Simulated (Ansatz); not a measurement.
Geometry optimisation, Ansatz 0.2.0, UKS PBE/def2-SVP.

Input file:

```yaml
crystal:
  periodic: [false, false, false]
  atoms:
    - { symbol: W, position_ang: [0.03515, -0.162761, -0.583134] }
    - { symbol: H, position_ang: [0.270995, 0.747796, 2.184209] }
    - { symbol: F, position_ang: [1.915414, -0.137594, -0.248521] }
    - { symbol: O, position_ang: [-0.302362, 1.35226, 0.549963] }
    - { symbol: H, position_ang: [-1.253962, 1.618104, 0.549293] }
    - { symbol: F, position_ang: [-1.78644, 0.126737, -1.120088] }
    - { symbol: O, position_ang: [-0.256027, -1.664357, 0.46104] }
    - { symbol: H, position_ang: [0.091906, -1.616552, 1.400514] }
    - { symbol: F, position_ang: [0.452226, -0.099444, -2.407201] }
    - { symbol: Cl, position_ang: [0.580399, -0.164188, 3.136225] }
magnetization:
  spin_polarized: true
  initial_magnetization: 1
basis:
  gaussian: { orbitals: def2-SVP }
hamiltonian:
  xc: pbe
relax:
  f_tol: 0.03
  max_steps: 50
output:
  orbitals: {}
```

Command:

```bash
$ ansatz run input.yaml --threads 4 --pin off --max-ram 5120MiB --backend cpu --events-out ev --progress --plain --runs-dir out
```

Q: Where does it end, and by what steps?

A: It converged. After 6 steps the energy has fallen by 0.016 eV; H2 moved furthest, 0.11 Å.

```tsv
step	energy less start (eV)	largest force component (eV/Å)	accepted
0	0.0000	0.493	yes
1	-0.0073	0.323	yes
2	-0.0123	0.224	yes
3	0.0224	1.196	no
4	-0.0154	0.074	yes
5	-0.0161	0.056	yes
6	-0.0165	0.016	yes
```

```xyz
10
Properties=species:S:1:pos:R:3
W 0.031 -0.164 -0.595
H 0.293 0.769 2.293
F 1.912 -0.132 -0.268
O -0.304 1.354 0.525
H -1.255 1.621 0.514
F -1.789 0.132 -1.137
O -0.263 -1.661 0.459
H 0.117 -1.630 1.380
F 0.438 -0.115 -2.423
Cl 0.568 -0.174 3.174
```

Whether the end is a true minimum wasn't checked by a vibrational analysis.

The run took 53 s on 4 threads of Arm Neoverse N1, with other jobs on the host, peak memory 0.26 GiB.
